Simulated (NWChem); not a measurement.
Species: CH$_{6}$BeGeO; SMILES [O](C)[Be][GeH3]

```xyz
10

Be    -0.3426    -0.1523    -0.5618
O     -1.0663    -0.4906    -1.7020
C     -1.7955    -0.8384    -2.8155
H     -2.5697    -0.0825    -3.0339
H     -1.1460    -0.9242    -3.7037
H     -2.3010    -1.8089    -2.6708
Ge     0.7862     0.3676     1.2320
H      1.2034    -0.8725     2.0548
H      2.0946     1.1304     0.9236
H     -0.0104     1.2696     2.2026
```
Atoms are numbered in this order, from 1.

All runs: NWChem. The geometry was optimised at PBE0/def2-SVP. Static field.

### Question
What does the run give for PBE/aug-cc-pVDZ? Quantities: isotropic polarisability (bohr³); anisotropy (bohr³).

### Answer
```json
{
  "isotropic polarisability (bohr³)": "75.0",
  "anisotropy (bohr³)": "35.2"
}
```
